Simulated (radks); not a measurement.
The numbers below are computed, except where a source is named.
Task: Species: the hafnium ion Hf8+. Configuration: [Kr] 4d10 4f13 5s2 5p3. Code: a radial shooting solver on a logarithmic mesh with Libxc functionals. Model: scalar-relativistic Kohn-Sham, exchange-only LDA, spin-polarised, spherical densities, point nucleus; open shells are filled with parallel spins first (spin-orbit coupling, left out, can overturn this in heavy ions). Some entries of the table are withheld. Estimate them.

orbital,occ.,eigenvalue (hartree),<r> (bohr)
1s up,1,-2401.896,0.01900
1s down,1,-2401.882,0.01900
2s up,1,-414.6577,0.08042
2s down,1,-414.6489,0.08042
2p up,3,-364.8008,0.07174
2p down,3,-364.7891,0.07174
3s up,1,-98.03723,0.2088
3s down,1,-98.00750,0.2088
3p up,3,-83.14488,0.2087
3p down,3,-83.11418,0.2086
3d up,5,-65.48685,0.1890
3d down,5,-65.46104,0.1890
4s up,1,-23.40878,0.4680
4s down,1,-23.35172,0.4678
4p up,3,-18.51353,0.4970
4p down,3,-18.45496,0.4967
4d up,5,(1),0.5329
4d down,5,(2),0.5319
5s up,1,-6.73610,(3)
5s down,1,-6.56891,(4)
5p up,3,-5.41606,1.193
5p down,0,-5.24115,1.193
4f up,7,-5.16222,(5)
4f down,6,-5.07896,(6)

Result: 
(1) 4d up eigenvalue (hartree): -12.18531
(2) 4d down eigenvalue (hartree): -12.12162
(3) 5s up <r> (bohr): 1.067
(4) 5s down <r> (bohr): 1.064
(5) 4f up <r> (bohr): 0.6285
(6) 4f down <r> (bohr): 0.6218
